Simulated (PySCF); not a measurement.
H₄N, SMILES [NH4+], charge +1.

The structure is a stationary point at r2SCAN-D4/def2-TZVPD. The isomer is the one that the SMILES or the coordinates give; other isomers of the formula were not compared.

All values below come from PySCF 2.14.0 with TDA-LC-ωPBE/def2-TZVPD.

Vertical excitations; the highest root listed may be one member of a degenerate set. Gas-phase values at a fixed geometry. State labels are in the subgroup D2.

Computed UV-visible absorptions:
| state | symmetry | energy (eV) | λ (nm) | f | main pairs |
|---|---|---|---|---|---|
| S1 | B1 | 15.43 | 80 | 0.163 | HOMO−2→LUMO (degenerate set) |
| S2 | B2 | 15.43 | 80 | 0.163 | HOMO−1→LUMO (degenerate set) |
| S3 | B3 | 15.43 | 80 | 0.163 | HOMO→LUMO (degenerate set) |
| S4 | B1 | 17.31 | 72 | 0.000 | HOMO−1→LUMO+3, HOMO→LUMO+2, HOMO−1→LUMO+6, HOMO→LUMO+5 (degenerate set) |
| S5 | B2 | 17.31 | 72 | 0.000 | HOMO−2→LUMO+3, HOMO→LUMO+1, HOMO−2→LUMO+6, HOMO→LUMO+4 (degenerate set) |
| S6 | B3 | 17.31 | 72 | 0.000 | HOMO−1→LUMO+1, HOMO−2→LUMO+2, HOMO−2→LUMO+5, HOMO−1→LUMO+4 (degenerate set) |
| S7 | A | 17.54 | 71 | 0.000 | HOMO→LUMO+3, HOMO−2→LUMO+1, HOMO−1→LUMO+2, HOMO→LUMO+6 (degenerate set) |
| S8 | A | 17.54 | 71 | 0.000 | HOMO−1→LUMO+2, HOMO−2→LUMO+1, HOMO−1→LUMO+5, HOMO−2→LUMO+4 (degenerate set) |
| S9 | B1 | 17.76 | 70 | 0.155 | HOMO→LUMO+2, HOMO−1→LUMO+3 (degenerate set) |
| S10 | B3 | 17.76 | 70 | 0.155 | HOMO−1→LUMO+1, HOMO−2→LUMO+2 (degenerate set) |
| T1 | B2 | 14.37 | 86 | 0 | HOMO−1→LUMO (degenerate set) |
| T2 | B3 | 14.37 | 86 | 0 | HOMO→LUMO (degenerate set) |
| T3 | B1 | 14.37 | 86 | 0 | HOMO−2→LUMO (degenerate set) |
| T4 | A | 15.13 | 82 | 0 | HOMO−2→LUMO+1 23 %, HOMO−1→LUMO+2 23 %, HOMO→LUMO+3 23 %, HOMO→LUMO+6 6 % |
Triplets are in the Tamm–Dancoff approximation.
